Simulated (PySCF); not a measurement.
Precursor series W F-NH2. All species are isolated molecules in the gas phase. One relaxed conformer stands for each flexible species; it need not be the lowest.

The HOMO–LUMO gap from two functionals at the same geometries (BP86-D3(BJ)/def2-SVP), both in PySCF: PBE-D3(BJ)/def2-TZVP and TPSSh-D3(BJ)/def2-TZVP. 

| species | PBE-D3(BJ)/def2-TZVP (eV) |
|---|---|
| 0 of 6 F replaced by NH2 | 5.23 |
| 1 of 6 F replaced by NH2 ([W(F)5(NH2)]) | 2.91 |
| 2 of 6 F replaced by NH2 ([W(F)4(NH2)2]) | 3.34 |
| 3 of 6 F replaced by NH2 ([W(F)3(NH2)3]) | 3.67 |
| 4 of 6 F replaced by NH2 | 2.96 |
| 5 of 6 F replaced by NH2 ([W(F)(NH2)5]) | 2.80 |
| 6 of 6 F replaced by NH2 | 2.98 |

**Question.** What does TPSSh-D3(BJ)/def2-TZVP give for each?

**Answer.** 
- 0 of 6 F replaced by NH2: 6.41
- 1 of 6 F replaced by NH2 ([W(F)5(NH2)]): 3.87
- 2 of 6 F replaced by NH2 ([W(F)4(NH2)2]): 4.28
- 3 of 6 F replaced by NH2 ([W(F)3(NH2)3]): 4.60
- 4 of 6 F replaced by NH2: 3.86
- 5 of 6 F replaced by NH2 ([W(F)(NH2)5]): 3.70
- 6 of 6 F replaced by NH2: 3.86
Over these rows, drawn at random from the members with no instability flagged (it was tested for open shells, ions and some series alone), PBE minus TPSSh-D3(BJ): mean -0.96 eV, from -1.18 eV to -0.88 eV.
